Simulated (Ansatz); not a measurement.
`CCCCCSCCCCC` → 10 C• + 22 H• + S•  (atomization)

Gas-phase electronic energies from Ansatz, PBE0-D4/def2-TZVP geometries. CBS: MP2 limit from def2 TZ/QZ plus the TZ coupled-cluster correction, frozen cores. This one scheme is used for every species, atoms too. No spin–orbit coupling; open shells (•) take unrestricted orbitals. Spin–orbit coupling would lower the free atoms: a little for C, S. One conformer a species, not always the lowest.

`CCCCCSCCCCC`:

```xyz
33

C    -0.945   -1.507   -3.247
C    -1.299   -0.598   -2.081
C    -1.473   -1.325   -0.755
C    -0.213   -2.010   -0.254
C    -0.334   -2.542    1.164
S    -0.525   -1.288    2.454
C     1.142   -0.569    2.525
C     1.154    0.939    2.331
C     0.802    1.383    0.924
C     0.754    2.891    0.756
C     0.399    3.312   -0.660
H    -0.887   -0.946   -4.183
H    -1.697   -2.291   -3.376
H     0.021   -1.997   -3.101
H    -2.225   -0.061   -2.313
H    -0.526    0.171   -1.967
H    -1.807   -0.613    0.007
H    -2.274   -2.070   -0.849
H     0.631   -1.313   -0.312
H     0.045   -2.851   -0.908
H    -1.225   -3.169    1.261
H     0.522   -3.171    1.424
H     1.747   -1.058    1.757
H     1.574   -0.830    3.494
H     2.152    1.311    2.594
H     0.461    1.399    3.045
H    -0.169    0.957    0.649
H     1.532    0.964    0.219
H     1.722    3.323    1.038
H     0.021    3.307    1.458
H     1.132    2.933   -1.378
H    -0.579    2.920   -0.952
H     0.366    4.399   -0.762
```

| species | HF/def2-TZVPP energy (Eh) |
| --- | --- |
| `CCCCCSCCCCC` | -789.17962 |
| C• | -37.69248 |
| H• | -0.49981 |
| S• | -397.50200 |

Problem. Work out ΔE.

Solution. ΔE = 22 × (-0.49981) + 10 × (-37.69248) + (-397.50200) − (-789.17962) = 3.75700 Eh = +9864.0 kJ/mol. CCSD(T)/CBS gives +13071.8 kJ/mol.

Largest T1 diagnostic among the species: 0.010.

From BLYP to BHLYP (50 % exact exchange), in def2-TZVPP and without D4, ΔE moves by −98.5 kJ/mol: exact exchange takes away binding that semilocal exchange gives to molecules. The D4 term adds +128.4 kJ/mol with B3LYP and +70.9 kJ/mol with PBE0; it sums over pairs of atoms, weighted by their polarisabilities, and B3LYP, whose exchange is more repulsive, gets the larger term.

B3LYP here is the variant with VWN-RPA as its local correlation; programs differ in this.

For atomizations the MP2-based limit and the directly extrapolated one differ by several kJ/mol either way, and by 10 to 25 for some Ge, Se and Sn compounds, so smaller differences from it don't rank the levels.
